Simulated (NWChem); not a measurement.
System: CH₄BFO; SMILES O(C)BF

NWChem input:

```
start job
memory heap 200 mb stack 900 mb global 1100 mb
geometry units angstroms noautosym nocenter noautoz
  B     -0.647278    -0.746909     0.000000
  H     -1.701889    -1.345232     0.000000
  F      0.509087    -1.431184     0.000000
  O     -0.661220     0.603071     0.000000
  C      0.523974     1.393838     0.000000
  H      1.442257     0.772209     0.000000
  H      0.522877     2.043217    -0.898876
  H      0.522877     2.043217     0.898876
end
basis spherical
  B library def2-tzvp
  H library def2-tzvp
  F library def2-tzvp
  O library def2-tzvp
  C library def2-tzvp
end
dft
  xc hfexch
  iterations 150
end
property
  efieldgrad
end
task dft property
```

Structure relaxed at the PBE-D3(BJ)/def2-SVP level.

Vzz is the largest principal value of the second derivative of the potential at the nucleus (NWChem prints the opposite sign); η is the asymmetry. Non-relativistic.

Atoms are numbered as in the input.

Task: Give the results of this calculation. (Hartree-Fock/def2-TZVP.) Quantities: Vzz B1 (a.u.); η B1; Vzz O4 (a.u.); η O4.

Result: 
```yaml
Vzz B1 (a.u.): 0.396
"η B1": 0.56
Vzz O4 (a.u.): 1.521
"η O4": 0.04
```
